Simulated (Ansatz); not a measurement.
`NC(=O)[SiH3]` + H₂ → `NC=O` + SiH₄ at 500 K and 1 bar (hydrogenolysis of a C–Si bond).

Isolated molecules relaxed with PBE0-D4/def2-TZVP in Ansatz; ΔE leaves out vibrations. CBS: MP2 limit from def2 TZ/QZ plus the TZ coupled-cluster correction, frozen cores. This one scheme is used for every species. Each species was taken in one conformer, which may not be the lowest.

| species | CCSD(T)/CBS energy (Eh) | H − E (kJ/mol) | S (J/(mol·K)) |
| --- | --- | --- | --- |
| `NC(=O)[SiH3]` | -460.00765 | 199.1 | 369.5 |
| H₂ | -1.17544 | 41.0 | 145.5 |
| `NC=O` | -169.73435 | 144.8 | 288.7 |
| SiH₄ | -291.46306 | 102.4 | 230.9 |

H − E and S are ideal-gas, rigid-rotor, harmonic terms from PBE0-D4/def2-TZVP, for one conformer and one mirror image of each species. The MP2-based limit puts H₂ 0.8 mEh under its directly extrapolated value; such offsets cancel only in part. 1 Eh = 2625.50 kJ/mol, R = 8.31446 J/(mol·K).

By hand: ΔE, ΔH, ΔS and ΔG.

ΔE = (-169.73435) + (-291.46306) − (-460.00765) − (-1.17544) = -0.01432 Eh = -37.6 kJ/mol. Δ(H − E) = 144.8 + 102.4 − 199.1 − 41.0 = 7.1, so ΔH = -30.5 kJ/mol. ΔS = 288.7 + 230.9 − 369.5 − 145.5 = 4.6 J/(mol·K). ΔG = -30.5 − 500 × (4.6)/1000 = -32.8 kJ/mol.

By hand: the equilibrium constant, and the temperature at which ΔG would vanish if ΔH and ΔS stayed fixed.

log₁₀ K = −ΔG/(RT ln 10) = 3.4. ΔH and −TΔS have one sign here, so there is no such temperature. One of them is within its doubt of zero, so this could turn.

The number of gas molecules stays the same, so ΔS is small and ΔH decides. A doubt of 5 kJ/mol in ΔE shifts log₁₀ K by 0.5 here. Other conformers and mirror images would add mixing entropy, several J/(mol·K) or more a flexible species. These are equilibria of isolated gas molecules and say nothing of rates. Largest T1 diagnostic: 0.016 (customary marks: 0.02 for closed shells, 0.045 for open ones).
